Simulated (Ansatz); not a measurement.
The cluster Si2Sn5. The state is a singlet with charge 0. Geometry PBE-D4/def2-SVP; atoms count from 1.

```xyz
7

Si    0.567    1.998   -1.252
Si    1.497    0.228   -0.098
Sn   -1.920    1.096   -0.756
Sn    1.477   -1.947    1.280
Sn   -0.054   -1.107   -1.913
Sn   -1.397   -1.526    0.927
Sn   -0.170    1.259    1.811
```

In the def2 sets Sn takes a core potential; there is no spin–orbit coupling. Another isomer (singlet) lies 1.15 eV lower at PBE0-D4/def2-TZVP; other spin states weren't run for this one.

Estimate the Mulliken populations from the PBE0/def2-TZVP orbitals of Ansatz.


```csv
atom,charge (e)
Si1,-0.11
Si2,-0.15
Sn3,0.03
Sn4,0.12
Sn5,0.08
Sn6,-0.04
Sn7,0.08
```
Mulliken values and Mayer orders depend strongly on the basis.

And the Mayer bond orders between bonded heavy atoms (over 0.3)?

Si1–Si2 1.03 (2.31 Å); Si1–Sn3 0.81 (2.69 Å); Si2–Sn4 0.93 (2.57 Å); Si2–Sn5 0.62 (2.74 Å); Si2–Sn7 0.62 (2.74 Å); Sn3–Sn5 0.56 (3.11 Å); Sn3–Sn6 0.55 (3.16 Å); Sn3–Sn7 0.56 (3.11 Å); Sn4–Sn6 0.77 (2.93 Å); Sn5–Sn6 0.57 (3.17 Å); Sn6–Sn7 0.57 (3.17 Å). Values over 0.3 also appear between atoms too far apart for a bond (Si1–Sn5 0.40 at 3.24 Å; Si1–Sn7 0.40 at 3.24 Å; Sn4–Sn5 0.32 at 3.64 Å; Sn4–Sn7 0.32 at 3.64 Å); they arise where an orbital or an unpaired electron spreads over both atoms.
